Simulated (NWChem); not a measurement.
System: C3H4F2Si; SMILES FC(C#C)([SiH3])F

Here is an NWChem input.

```
start job
memory heap 200 mb stack 900 mb global 1100 mb
geometry units angstroms noautosym nocenter noautoz
  C      0.985600     2.379201     0.000000
  C      0.300779     1.366939     0.000000
  C     -0.410417     0.088901     0.000000
  F     -1.228668     0.000806     1.113149
  F     -1.228668     0.000806    -1.113149
  Si     0.781886    -1.450218     0.000000
  H      1.573656     3.287160     0.000000
  H      1.631720    -1.395445     1.234869
  H     -0.082406    -2.675983     0.000000
  H      1.631720    -1.395445    -1.234869
end
basis spherical
  * library 6-31g*
end
dft
  xc pbe0
  iterations 150
end
cosmo
  do_cosmo_smd true
  solvent ether
end
task dft energy
```

All runs use the structure optimised with PBE-D3(BJ)/def2-SVP. Solvent: diethyl ether.

Level: PBE0/6-31G* with SMD (1 M gas to 1 M solution), gas-phase geometry. Reactions with the solvent are ignored.

Problem. What results follow from this input? (PBE0/6-31G* (spherical d), SMD on the gas-phase geometry.) Quantities: solvation free energy (kcal/mol); cavity-dispersion-structure term (kcal/mol); dipole in solution (D).

Solution. 
* **solvation free energy (kcal/mol)**: -2.3
* **cavity-dispersion-structure term (kcal/mol)**: 0.7
* **dipole in solution (D)**: 2.58
